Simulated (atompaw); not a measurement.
**Pseudopotential generation for tungsten: PAW (atompaw), PBE, scalar-relativistic.**

The input file (atompaw 4.2.0.5):

```
W 74
GGA-PBE scalarrelativistic loggrid 2001 logderivrange -2 5 176
6 6 5 4 0 0
6 1 0
5 2 4
0 0 0
c
c
c
c
c
v
c
c
c
c
v
c
c
v
c
2
3.00 2.65 2.75 2.80
y
1.65
n
y
0.8
n
y
0.05
n
custom rrkj gramschmidtortho sinc
bessel
2.85
2.85
3.00
3.00
3.00
3.00
PWSCFOUT
UPFDX 0.0125d0 UPFXMIN -7.d0 UPFZMESH 74.d0
END
```

Command:

```bash
atompaw < W.input > W.log
```

Output (summary file):

```
Completed calculations for W (AE)

 Exchange-correlation type: GGA, Perdew-Burke-Ernzerhof

 Radial integration grid is logarithmic
 r0 =   9.2376146E-05 h =   6.8358348E-03   n =      2001 rmax =   8.0000000E+01

 Scalar relativistic calculation

 AEatom converged in  45 iterations
   nz     =  74.00
   delta  =       2.139774971030E-14

 All Electron Orbital energies:
  n  l      occupancy      energy
  1  0      2.0000000E+00 -5.1080332E+03
  2  0      2.0000000E+00 -8.8162503E+02
  3  0      2.0000000E+00 -2.0304446E+02
  4  0      2.0000000E+00 -4.1888081E+01
  5  0      2.0000000E+00 -5.8117821E+00
  6  0      2.0000000E+00 -4.1990118E-01
  2  1      6.0000000E+00 -7.7093738E+02
  3  1      6.0000000E+00 -1.7027152E+02
  4  1      6.0000000E+00 -3.1140205E+01
  5  1      6.0000000E+00 -3.1752986E+00
  6  1      0.0000000E+00 -1.0004376E-01
  3  2      1.0000000E+01 -1.3260473E+02
  4  2      1.0000000E+01 -1.7524289E+01
  5  2      4.0000000E+00 -3.2929849E-01
  4  3      1.4000000E+01 -2.4406542E+00

 Total energy
   Total                    :   -32285.02749805250642

 ---
 Completed calculations for W (SC)

 Exchange-correlation type: GGA, Perdew-Burke-Ernzerhof

 Radial integration grid is logarithmic
 r0 =   9.2376146E-05 h =   6.8358348E-03   n =      2001 rmax =   8.0000000E+01

 Scalar relativistic calculation

 SCatom converged in   4 iterations
   nz     =  74.00
   delta  =       1.661784381599E-14

 Valence Electron Orbital energies:
  n  l      occupancy      energy
   6  0      2.0000000E+00 -4.1990118E-01
   6  1      0.0000000E+00 -1.0004376E-01
   5  2      4.0000000E+00 -3.2929850E-01

 Total energy
   Total                    :   -32285.02749806418433
   Valence                  :     -654.35083996436913

 PAW parameters:
       lmax =            2
         rc =    3.0065594024247702
        irc =         1521
   rc_shape =    2.6584608306728525
    rc_vloc =    2.7508987094793875
    rc_core =    2.8078971211369610
   Vloc: truncated form - Vps(r)=A.sin(qr)/r for r<rc
   Projector type: RRKJ pseudization + Gram-Schmidt ortho.
   Sinc^2 compensation charge shape zeroed at   2.6585E+00

 Number of basis functions     6
 No.   n  nodes  l      Energy         Cp coeff         Occ
  1    6    5    0   -0.4199012E+00  0.1000000E+01  0.2000000E+01
  2  999    6    0    0.1650000E+01  0.9417338E-01  0.0000000E+00
  3    6    4    1   -0.1000438E+00  0.1000000E+01  0.0000000E+00
  4  999    5    1    0.8000000E+00  0.2768974E-01  0.0000000E+00
  5    5    2    2   -0.3292985E+00  0.1000000E+01  0.4000000E+01
  6  999    3    2    0.5000000E-01  0.9973597E-01  0.0000000E+00

 Eigenvalues of overlap operator (in the basis of projectors):
    1        1.16026912E-02
    2        1.63632380E-01
    3        6.07528564E-01
    4        1.32867636E+00
    5        4.94688237E+00
    6        6.88604141E+00

 Orbital leakage outside PAW augmentation regions
   orb  is_core?  %out_of_sphere
   1 0    T           0.00
   2 0    T           0.00
   3 0    T           0.00
   4 0    T           0.00
   5 0    T           0.02
   6 0    F          50.31
   2 1    T           0.00
   3 1    T           0.00
   4 1    T           0.00
   5 1    T           0.23
   6 1    F          84.11
   3 2    T          -0.00
   4 2    T           0.00
   5 2    F          14.94
   4 3    T           0.01

 Summary of PAW energies
   Total valence energy     :   -654.35084604771180
   Smooth energy            :      8.76757066956939
   One center               :   -663.11841671728121
   Smooth kinetic           :      5.35512389819728
   Vloc energy              :      1.73568157626357
   Smooth exch-corr         :     -2.87235376255628
   One-center xc            :   -642.49209959030577
```

The run took about 12 s on one core of a shared server CPU.
